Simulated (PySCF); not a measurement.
Species: ethyl isovalerate, C7H14O2.
Cartesian coordinates in Å at the PBE0-D3(BJ)/def2-SVP level; atoms count from 1:
```xyz
23
C7H14O2 angstrom
C      3.4424   -0.3417   -0.0649
C      2.1647   -1.1497   -0.0394
O      1.0344   -0.3672   -0.4211
C      0.4779    0.3995    0.5293
O      0.8823    0.4468    1.6623
C     -0.7117    1.1470   -0.0070
C     -1.8672    0.2218   -0.4114
C     -2.3453   -0.6214    0.7654
C     -3.0073    1.0336   -1.0127
H      4.3017   -0.9891    0.1665
H      3.4069    0.4601    0.6859
H      3.6051    0.1047   -1.0572
H      2.1972   -1.9719   -0.7680
H      1.9881   -1.5677    0.9633
H     -1.0347    1.8514    0.7736
H     -0.3856    1.7282   -0.8846
H     -1.4780   -0.4586   -1.1887
H     -1.5415   -1.2533    1.1733
H     -3.1707   -1.2846    0.4644
H     -2.7099    0.0188    1.5854
H     -2.6702    1.6263   -1.8773
H     -3.8246    0.3784   -1.3510
H     -3.4267    1.7329   -0.2704
```

Level of theory: TDDFT CAM-B3LYP/def2-SVPD, vertical, gas phase, core orbitals frozen in the response (PySCF 2.14.0, density-fitted response routines).

Computed states:

| state | E (eV) | f |
| --- | --- | --- |
| S1 | 5.86 | 0.0016 |
| S2 | 7.86 | 0.013 |
| S3 | 8.10 | 0.118 |
| S4 | 8.52 | 0.014 |
| S5 | 8.57 | 0.0081 |
| S6 | 8.65 | 0.0049 |
| S7 | 8.69 | 0.0026 |
| S8 | 8.82 | 0.034 |
| S9 | 8.86 | 0.0063 |
| S10 | 9.03 | 0.090 |

Broadening: Gaussians 0.3 eV wide at half height, area fixed by f = 4.319×10⁻⁹ ∫ε dν̃. The width is an assumption, not a result. The curve ends short of the highest state used, and states not computed would add to its high-energy end.

**Question.** What does the envelope look like, and where are its maxima?

**Answer.** 
(E (eV), ε (L mol⁻¹ cm⁻¹)): (5.41, 0), (5.46, 1), (5.52, 4), (5.57, 11), (5.63, 30), (5.68, 55), (5.74, 95), (5.79, 127), (5.85, 146), (5.90, 139), (5.96, 106), (6.01, 72), (6.07, 37), (6.12, 18), (6.18, 6), (6.23, 2), (6.29, 0), (6.34, 0), (6.40, 0), (6.45, 0), (6.51, 0), (6.56, 0), (6.62, 0), (6.67, 0), (6.73, 0), (6.78, 0), (6.84, 0), (6.89, 0), (6.95, 0), (7.00, 0), (7.06, 0), (7.11, 0), (7.17, 0), (7.22, 0), (7.28, 0), (7.33, 0), (7.39, 1), (7.44, 5), (7.50, 20), (7.55, 56), (7.61, 164), (7.66, 347), (7.72, 734), (7.77, 1252), (7.83, 2243), (7.88, 3546), (7.94, 5808), (7.99, 8040), (8.05, 10243), (8.10, 10836), (8.16, 9600), (8.21, 7407), (8.27, 4581), (8.32, 2864), (8.38, 1926), (8.43, 1902)

Maxima: 212 nm (5.86 eV), ε about 150, made up of S1 (100%); 153 nm (8.10 eV), ε about 11000, made up of S3 (98%) (ε in L mol⁻¹ cm⁻¹; maxima over ε = 5, shares over 10%). At its high-energy end, 8.43 eV, the curve is still rising (ε about 1900, from S3, S4 and S5).

**Question.** Coming from long wavelengths, where does ε first pass 100 L mol⁻¹ cm⁻¹?

**Answer.** At about 216 nm (5.75 eV), 0.11 eV below S1.

**Question.** What would ε be at 8.10 eV, the highest of these maxima, with half the width (0.15 eV)?

**Answer.** About 21200 L mol⁻¹ cm⁻¹ against 10800, a factor of about 1.96; a lone state at its own centre would give exactly 2.

**Question.** On this curve, what absorbance would a 10⁻⁵ mol/L sample give at 222 nm over a 1 cm path?

**Answer.** 222 nm is 5.585 eV, where ε is about 15 L mol⁻¹ cm⁻¹, so A = ε c l ≈ 0.00015 (Beer–Lambert, with the gas-phase spectrum and the assumed width).

All these states lie below the vertical ionisation energy of 10.10 eV (ΔSCF).

One conformer stands for the species.
